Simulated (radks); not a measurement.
The oxygen anion O2-, [Ne], held by a Watson sphere: a shell of charge +2 at radius R that stands for the Madelung well of a crystal (potential energy -2/R inside, -2/r outside, in hartree with lengths in bohr). Calculated with a radial shooting solver on a logarithmic mesh with Libxc functionals: scalar-relativistic Kohn-Sham, r2SCAN, spin-polarised, spherical densities, finite nucleus; meta-GGA in the generalised Kohn-Sham scheme; Fermi nuclear charge, rms radius of each element as measured or else 0.836 A^(1/3) + 0.57 fm.

R (bohr),e(1s) (eV),e(2s) (eV),e(2p) (eV),<r> 2p (bohr),sum of <r^2> (bohr^2),X-ray form factor at sin(theta)/lambda = 0.1 1/angstrom
1.67,-513.89,-25.079,-9.376,1.399,19.00,8.759
2.09,-513.97,-22.967,-7.716,1.500,21.86,8.609
2.24,-513.88,-22.339,-7.190,1.533,22.87,8.560
2.96,-513.15,-20.076,-5.142,1.676,27.71,8.352
3.18,-512.91,-19.579,-4.656,1.716,29.23,8.297
3.21,-512.87,-19.517,-4.594,1.721,29.44,8.290
3.3,-512.78,-19.337,-4.415,1.737,30.08,8.268
3.65,-512.42,-18.731,-3.794,1.797,32.64,8.189
3.71,-512.36,-18.640,-3.699,1.807,33.09,8.176
